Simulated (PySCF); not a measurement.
Energy of Pd²⁺ (palladium, charge +2) between two integer charges

The 4d beta orbital of [Kr] 4d8 is emptied in steps (occupation f), with all orbitals relaxed, ending at [Kr] 4d7. All numbers are calculated (PySCF 2.14, scalar relativity through the core potential, in def2-SVP with the def2 core potential (28 electrons)). The exact energy is a straight line in f; departures are measured from the line between the end points of the same method.

```json
{"f": "1", "PBE0 (eV)": "0.000", "r2SCAN (eV)": "0.000", "LC-wPBE (eV)": "0.000"}
{"f": "0.9", "PBE0 (eV)": "-0.448", "r2SCAN (eV)": "-0.594", "LC-wPBE (eV)": "-0.188"}
{"f": "0.7", "PBE0 (eV)": "-1.053", "r2SCAN (eV)": "-1.390", "LC-wPBE (eV)": "-0.445"}
{"f": "0.5", "PBE0 (eV)": "-1.262", "r2SCAN (eV)": "-1.658", "LC-wPBE (eV)": "-0.537"}
{"f": "0.3", "PBE0 (eV)": "-1.066", "r2SCAN (eV)": "-1.393", "LC-wPBE (eV)": "-0.456"}
{"f": "0.1", "PBE0 (eV)": "-0.459", "r2SCAN (eV)": "-0.597", "LC-wPBE (eV)": "-0.197"}
{"f": "0", "PBE0 (eV)": "0.000", "r2SCAN (eV)": "0.000", "LC-wPBE (eV)": "0.000"}
```

Q: For PBE0, how does the orbital energy at f = 1 compare with the removal energy?

A: −ε = 28.785 eV against a total-energy difference of 33.749 eV. By Janak's theorem ε = ∂E/∂f, so the gap between them reflects the curvature. Along the path −ε is 29.748 (f = 0.9), 31.709 (f = 0.7), 33.712 (f = 0.5), 35.751 (f = 0.3), 37.819 (f = 0.1) eV.

```tsv
method	E(f=0) − E(f=1) (eV)	−ε at f=1 (eV)	−ε at f=0.5 (eV)
PBE0	33.749	28.785	33.712
r2SCAN	33.681	27.089	33.673
LC-wPBE	33.727	31.653	33.695
```

Reference removal energy between the ground levels: 32.93 eV (semi-empirical (NIST evaluation); NIST Atomic Spectra Database, ionization energies). The calculation has no spin-orbit coupling. The determinant left behind need not be the lowest term of the ion.
